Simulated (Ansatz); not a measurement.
Job for Ansatz (a program for electronic structure): R-wB97M-V/def2-TZVPPD on aminoborane (SMILES BN) with ghost functions, monomers drawn apart or pushed together. Files ending in .json are basis or fitting sets from the Basis Set Exchange.

Ansatz 0.2 input:
```yaml
crystal:
  periodic: [false, false, false]
  atoms:
    - {symbol: B, position_ang: [0.56177470, -0.49259856, -0.14923002]}
    - {symbol: N, position_ang: [-0.51177674, 0.25759647, 0.29739012]}
    - {symbol: H, position_ang: [0.74411189, -0.63784602, -1.31991371]}
    - {symbol: H, position_ang: [1.29521280, -0.98582168, 0.65819076]}
    - {symbol: H, position_ang: [-0.69782859, 0.40530084, 1.28115276]}
    - {symbol: H, position_ang: [-1.16605292, 0.70457595, -0.32372215]}
basis:
  gaussian:
    orbitals: def2-TZVPPD.json
    ghost_atoms:
      - {symbol: O, position_ang: [-0.25428346, 0.25280937, 4.99834514]}
      - {symbol: H, position_ang: [0.69801063, 0.27298403, 4.84859911]}
      - {symbol: H, position_ang: [-0.45158383, -0.66073082, 5.23278186]}
hamiltonian:
  xc: {name: wB97M-V}
scf: {lower_state_search: off}
```

The log:

```
WARN ansatz: RAYON_NUM_THREADS=1 ignored (pool sized by the plan → 1); use --threads N
Functional definition: wB97M-V
these checks for a lower state are left out or cut short: stability, starts, cluster_reference, orbital_swaps, neighbouring_geometries, increment
integrals: 0.11 GiB planned
866 factors; their error is unknown
integrals: 0.14 GiB planned
307 factors; integrals over basis functions are off by at most 3.8e-5 eV
mean field: 1.04 GiB planned
mean field evaluation 1: about -2228.3555 eV, gradient 4.4e1 eV
mean field evaluation 2: about -2228.7165 eV, gradient 4.2e1 eV
mean field evaluation 4: about -2232.0335 eV, gradient 9.2e-1 eV
mean field evaluation 8: about -2232.0346 eV, gradient 3.4e-1 eV
mean field evaluation 16: about -2232.0348 eV, gradient 6.5e-6 eV
mean field -2232.03475524 eV, -82.0257643275 hartree, gradient 6.5e-6 eV, S^2 0.000000; 0 other end points of the search recorded, 0 dependent functions left out
reference -2232.03480616 eV, -82.0257661989 hartree; 8, 8 occupied and 208, 208 virtual orbitals, 866 factors
Total energy: -2232.03480616 eV, -82.0257661989 hartree
Checks for a lower state left out: stability, starts, cluster_reference, orbital_swaps, neighbouring_geometries, increment
```

The run converged.

Cost: very roughly 5 core-seconds.
